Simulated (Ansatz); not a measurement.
Reaction: BOF (SMILES O=BF) → F (doublet) + BO (SMILES [B]=O, doublet) (the B-F bond breaks)
Each species at its own B3LYP-D3(BJ)/def2-TZVP minimum (Ansatz, an electronic-structure program).

Total energies in hartree (Ansatz). UHF or UKS for unpaired electrons; spin-orbit terms are left out. Correlated methods leave the cores frozen. No relativity. The UHF reference of BO ([B]=O, doublet) is spin-contaminated (<S^2> up to 0.05 over the pure value in the sets run).

| species | HF/cc-pVTZ | CCSD(T)/cc-pVTZ | HF/cc-pVQZ | CCSD(T)/cc-pVQZ | CCSDT(Q)/cc-pVTZ |
|---|---|---|---|---|---|
| 1: BOF (fluoro(oxo)borane, SMILES O=BF) | -199.15531 | -199.74393 | -199.17166 | -199.80653 | -199.74522 |
| 2: F (doublet) | -99.40552 | -99.62036 | -99.41377 | -99.65026 | -99.62061 |
| 3: BO (SMILES [B]=O, doublet) | -99.55653 | -99.86995 | -99.56439 | -99.89920 | -99.87157 |

Work out the bond dissociation energy (electronic) in kcal/mol: take Hartree-Fock from cc-pVQZ, extrapolate the CCSD(T) correlation energy as X^-3 (X = 3, 4), and add CCSDT(Q) - CCSD(T) in cc-pVTZ. 1 hartree = 627.51 kcal/mol.


Species 1: correlation (64·(-0.63487) - 27·(-0.58862))/37 = -0.66862; step -0.00129; E1 = -199.17166 + (-0.66862) + (-0.00129) = -199.84157
Species 2: correlation (64·(-0.23649) - 27·(-0.21484))/37 = -0.25229; step -0.00025; E2 = -99.41377 + (-0.25229) + (-0.00025) = -99.66631
Species 3: correlation (64·(-0.33481) - 27·(-0.31342))/37 = -0.35042; step -0.00162; E3 = -99.56439 + (-0.35042) + (-0.00162) = -99.91643
-1·E1 +1·E2 +1·E3 = 0.25883 hartree = 162.4 kcal/mol.
